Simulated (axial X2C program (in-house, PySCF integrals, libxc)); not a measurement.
## MoSe: properties at the nuclei

Calculated with an axial X2C code built on PySCF integrals: two-component X2C with atomic mean-field Coulomb and Gaunt terms, Gaussian nuclei, basis Mo dyall-cv3z, Se dyall-cv3z with contracted cores.

R = 2.293 Å (near the PBE0 minimum at charge 0 of the determinant lowest at the starting distance; the state shown can have its own minimum elsewhere).

Input and command:
```json
{"zs": [42, 34], "q": 0, "bas": ["dyall-cv3z", "dyall-cv3z"], "r0": 2.28, "levels": ["PBE0", "HF", "LDA", "BP86", "B3LYP"], "nst": 3}
```
```bash
python soeom.py task.json out
```

Keys: zs atomic numbers; q charge; bas basis sets; r0 starting distance in Å; levels methods; nst determinants followed.

Determinant lowest in the PBE0 search, Ω = 1 (⟨Sz⟩ = 2.00, ⟨Lz⟩ = -1.00 at PBE0), spin on the atoms Mo 2.27, Se -0.27:

| level | Eeff magnitude (GV/cm) | Ws magnitude Mo (kHz) | Ws magnitude Se (kHz) | A∥/gI Mo (MHz) | qzz Mo (a.u.) | A∥/gI Se (MHz) | qzz Se (a.u.) | μ (D) |
| --- | --- | --- | --- | --- | --- | --- | --- | --- |
| PBE0 | 0.525 | 0.103 | 0.248 | 938 | 0.25 | -465 | -0.54 | -4.30 |
| HF | 1.84 | 0.18 | 0.588 | 533 | -0.58 | -666 | -2.31 | -4.85 |
| LDA | 0.0578 | 0.295 | 0.157 | 1150 | 0.35 | -426 | -0.19 | -3.45 |
| BP86 | 0.0783 | 0.303 | 0.155 | 1090 | 0.39 | -410 | -0.21 | -3.51 |
| B3LYP | 0.0984 | 0.246 | 0.186 | 996 | 0.32 | -439 | -0.36 | -4.10 |

Determinant 0.17 eV from it at PBE0 and this distance, Ω = 3 (⟨Sz⟩ = 2.00, ⟨Lz⟩ = 1.00 at PBE0), spin on the atoms Mo 2.25, Se -0.25:

```tsv
level	Eeff magnitude (GV/cm)	Ws magnitude Mo (kHz)	Ws magnitude Se (kHz)	A∥/gI Mo (MHz)	qzz Mo (a.u.)	A∥/gI Se (MHz)	qzz Se (a.u.)	μ (D)
PBE0	0.722	0.0145	0.061	467	0.31	193	-0.56	-4.38
HF	2.08	0.153	0.143	268	-0.56	230	-2.35	-4.89
LDA	0.179	0.0478	0.034	561	0.39	144	-0.23	-3.50
BP86	0.105	0.0592	0.034	533	0.43	152	-0.25	-3.56
B3LYP	0.362	0.0241	0.041	501	0.38	166	-0.36	-4.18
```

Eeff is the effective electric field on the electron electric dipole moment in this Ω state and Ws the scalar–pseudoscalar constant of the nucleus named (defined with the proton number Z and per Ω); A∥ (defined per Ω) follows by multiplying with gI = μI/(I μN); qzz is the electric field gradient, eQq0 = 234.96 MHz × Q/barn × qzz; μ is positive if the Se end (last atom) is positive. The operators were transformed with the bare-nucleus X2C matrices; with these basis sets, hyperfine constants and field gradients can be off by tens of per cent, and where levels differ in sign neither size nor sign is settled.

Q: With gI(77Se) = 1.0701 (g factors from the IAEA table of nuclear moments by Stone), turn the PBE0 values of the first state into constants in MHz.

A: A∥(77Se) = -465 × 1.0701 = -498 MHz.

Each state is one determinant with collinear spin, which with several unpaired electrons need not be a pure state. Unrestricted Hartree–Fock can overshoot spin polarisation at the nuclei. In the state Ω = 1 the sign of Eeff differs between levels (LDA, BP86 against PBE0). With several open shells hyperfine constants can be off by a factor of several. Where Eeff spreads by more than a factor of two the levels disagree and none is to be relied on. Open-shell Ω = 0 determinants with evenly filled partner blocks cannot be reached by this program, so the Ω shown need not be the lowest component. The search compared states at one distance, so a state with another bond length can lie lower. The sign of Ws at Mo differs between levels in the first state. The sign of Ws at Mo differs between levels in the second state. Further determinants of the search, some of them spin-mixed, are not shown. Where a field gradient or hyperfine factor spreads by more than a factor of two over the levels, a constant derived from it is not to be relied on. PBE0 term energies can be off by some tenths of an eV.
